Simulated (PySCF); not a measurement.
CH4ClFOSi2, SMILES F[Si@H]1OC[Si@@H]1Cl.

The structure is a stationary point at PBE-D3(BJ)/def2-SVP. The structure was generated by enumeration; whether it is a known compound was not checked.

These are PBE-D3(BJ)/def2-SVP in PySCF values and carry that method's errors.

Frequencies are harmonic and unscaled.

Computed harmonic wavenumbers and intensities:
| mode | ν (cm⁻¹) | IR (km/mol) | moving atoms (share of kinetic energy) |
|---|---|---|---|
| 1 | 57 | 4.5 | O 35 %, Cl 20 %, Si 17 %, H 10 %, F 10 % |
| 2 | 92 | 4.2 | Si 37 %, F 25 %, Cl 23 %, H 10 % |
| 3 | 142 | 1.6 | F 45 %, Cl 18 %, Si 16 %, C 9 % |
| 4 | 205 | 0.8 | H 25 %, C 22 %, Cl 20 %, Si 19 %, F 11 % |
| 5 | 286 | 12.8 | F 35 %, O 30 %, Si 26 % |
| 6 | 400 | 9.0 | Si 45 %, O 27 %, C 12 %, Cl 9 % |
| 7 | 430 | 8.5 | Si 74 %, H 17 % |
| 8 | 523 | 31.4 | H 32 %, Si 28 %, Cl 24 %, C 16 % |
| 9 | 582 | 102.6 | H 53 %, Si 29 %, Cl 9 % |
| 10 | 667 | 83.0 | H 49 %, C 28 %, Si 17 % |
| 11 | 695 | 18.8 | H 60 %, O 14 %, Si 13 %, C 10 % |
| 12 | 708 | 17.1 | H 61 %, C 16 %, Si 14 % |
| 13 | 785 | 89.7 | O 31 %, H 31 %, Si 30 % |
| 14 | 795 | 107.4 | H 71 %, C 14 %, Si 11 % |
| 15 | 813 | 19.4 | H 80 %, F 16 % |
| 16 | 899 | 154.8 | Si 48 %, F 32 %, H 13 % |
| 17 | 979 | 115.3 | O 48 %, C 47 % |
| 18 | 1158 | 0.4 | H 90 % |
| 19 | 1200 | 3.6 | H 74 %, C 18 % |
| 20 | 1403 | 1.7 | H 94 % |
| 21 | 2157 | 104.0 | H 96 % |
| 22 | 2190 | 135.7 | H 96 % |
| 23 | 2964 | 25.9 | H 95 % |
| 24 | 3028 | 8.6 | H 90 %, C 10 % |
